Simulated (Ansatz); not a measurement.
Total energies of AlBF₂H₂O, SMILES `O[B](F)[AlH][F]`.

```xyz
7

O     1.748   -0.533    0.207
B     0.607   -0.582   -0.514
F     0.653   -1.340   -1.607
Al   -1.168    0.490    0.060
F    -0.920    1.348    1.460
H     1.682    0.022    0.988
H    -2.603    0.595   -0.594
```

Total charge 0; spin multiplicity 1. The geometry is a stationary point of PBE0-D4/def2-TZVP. It is one conformer, not always the lowest. Basis def2-TZVPP, the Gaussian-basis code of Ansatz.

RPA on PBE orbitals: Hartree–Fock energy of these orbitals -541.76698 Eh, correlation -1.40215 Eh (frozen core).

| functional | energy without D4 (Eh) | D4 term (kJ/mol) |
| --- | --- | --- |
| LDA (SPW92) | -540.56553 | – |
| PBE | -543.25811 | -10.7 |
| revPBE | -543.54685 | -31.5 |
| BLYP | -543.67737 | -23.5 |
| r2SCAN | -543.54359 | -2.5 |
| B97M-V | -543.56336 | – |
| PBE0 | -543.28387 | -9.0 |
| B3LYP | -543.73681 | -17.4 |
| r2SCANh | -543.52525 | -2.7 |
| r2SCAN0 | -543.49897 | -3.0 |
| HSE06 (plane-wave form) | -543.26482 | -8.4 |
| BHLYP | -543.59218 | -13.7 |
| CAM-B3LYP | -543.63363 | -9.2 |
| LC-ωPBE | -543.44777 | – |
| ωB97X-V | -543.56629 | – |
| ωB97M-V | -543.61261 | – |
| B2PLYP | -543.41812 | – |
| PBE-QIDH | -543.16053 | – |

B3LYP takes the VWN-RPA correlation (the form of Gaussian; ORCA's B3LYP/G). HSE06 is the plane-wave form, built on full-range PBE exchange. The double hybrids freeze the cores in their second-order part.

LC-ωPBE has ω = 0.4 bohr⁻¹.
